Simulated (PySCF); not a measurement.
Ge(H)(F)2(vinyl) (C2H4F2Ge), SMILES C=[CH][GeH]([F])[F]. Heavy atoms are numbered as in [GeH:1]([F:2])([F:3])[CH:4]=[CH2:5]. Hydrogens are named by the atom that carries them.

Geometry optimised at ωB97X-D3(BJ)/def2-SVP. Other conformers were not sampled.

These are PBE0/def2-TZVP (PySCF) values and carry that method's errors.

Atomic charges (e), one atom of each kind:

```csv
atom,Mulliken,meta-Löwdin
Ge1 (GeH),0.83,1.23
F2,-0.38,-0.51
C4 (CH),-0.31,-0.36
C5 (CH2),-0.22,-0.19
H on Ge1,0.01,-0.07
H on C4,0.15,0.14
H on C5,0.16,0.14
```
